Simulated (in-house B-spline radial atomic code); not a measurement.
How numerical settings move a run on Cu3+, [Ar] 3d8. Computed with a B-spline radial code for spherical atoms: non-relativistic LC-wPBE, spherical fractional occupations, point nucleus.

Command:
```bash
python run_scf.py task.json out
```
Settings of the sound reference run:
```
Z                29
electrons        26
configuration    [Ar] 3d8
hamiltonian      nr
method           lc_wpbe
spin_polarised   False
knot_spacing     0.22
spline_order     8
gauss_points     12
box_radius       16.22
max_iterations   70
damping          0.5
damped_steps     3
diis_vectors     10
tolerance        1e-08
start            Thomas-Fermi
```

Time taken, with all properties: 0.32 s on 1 thread of Arm Neoverse V1, on a shared host.

It converges in 10 iterations to -1637.498855 hartree, with 3d at -52.6069 eV. The other runs change the listed settings, some to values that make no sense; their results aren't properties of the atom or ion. Radii are in bohr (the nuclear one in fm), a minus after a letter asks for a j subshell, and «unchanged» means within 1e-8 hartree. The run stops when the residual is below 10 × tolerance × max(1, Z/10), or a noise floor if that is larger, and the energy moves by less than 1e-8 × √|E| hartree; so very loose and very tight tolerances often act alike.

```tsv
changed settings	outcome
diis_vectors = 1	not converged after 70 iterations, last residual 9.6e-01, last energy +3.30e+01 hartree from the reference
hamiltonian = dirac, method = tpss,tpss, nucleus = fermi, rms_radius = 3.8823, mass_number = 63, atomic_mass = 62.9296, speed_of_light = 137.036	stopped with error: meta-GGAs are not served with the Dirac Hamiltonian
knot_spacing = 0.15	converged in 10 iterations, energy -1.21e-05 hartree from the reference, 3d level +9.8e-05 eV
spline_order = 5, gauss_points = 5, first_knot = 0.00345, max_iterations = 75, damping = 0.2	converged in 11 iterations, energy +2.05e-05 hartree from the reference, 3d level +1.7e-04 eV
max_iterations = 5	not converged after 5 iterations, last residual 4.2e-03, last energy +9.12e-05 hartree from the reference
max_iterations = 12	converged in 10 iterations, energy unchanged
max_iterations = 2	not converged after 2 iterations, last residual 7.0e-01, last energy +9.58e+00 hartree from the reference
knot_spacing = 1	converged in 10 iterations, energy +4.07e+00 hartree from the reference, 3d level -9.6e-01 eV (the program warns: 3s reaches the box edge; 3p reaches the box edge)
knot_spacing = 0.1	converged in 9 iterations, energy -1.19e-05 hartree from the reference, 3d level +6.1e-05 eV
knot_spacing = 2	not converged after 70 iterations, last residual 7.7e-05, last energy +1.02e+02 hartree from the reference
knot_spacing = 0.55	converged in 10 iterations, energy +2.53e-02 hartree from the reference, 3d level +1.1e-03 eV
diis_vectors = 0	converged in 21 iterations, energy unchanged, 3d level -8.0e-07 eV
max_iterations = 8	not converged after 8 iterations, last residual 4.0e-05, last energy +3.57e-08 hartree from the reference
knot_spacing = 1, spline_order = 3, max_iterations = 75, damping = 0.8	converged in 11 iterations, energy +2.06e+01 hartree from the reference, 3d level -8.0e+00 eV
electrons = 27, configuration = [Ar] 3d8 4p-1, max_iterations = 50	stopped with error: j subshells need the Dirac Hamiltonian and l > 0
max_iterations = 3	not converged after 3 iterations, last residual 1.0e-01, last energy +2.76e-01 hartree from the reference
```

What happens with diis_vectors = 2?

Converged in 10 iterations, energy unchanged, 3d level -5.7e-06 eV.

What happens with gauss_points = 3, first_knot = 3.45e-06, max_iterations = 75?

Converged in 7 iterations, energy -1.46e+00 hartree from the reference, 3d level +4.0e-02 eV.

What happens with knot_spacing = 1, spline_order = 4, box_radius = 64.88, max_iterations = 50, damping = 0.95?

Converged in 10 iterations, energy +3.02e+01 hartree from the reference, 3d level -2.3e+01 eV.

What happens with knot_spacing = 0.3?

Converged in 10 iterations, energy +1.02e-05 hartree from the reference, 3d level +9.7e-05 eV.
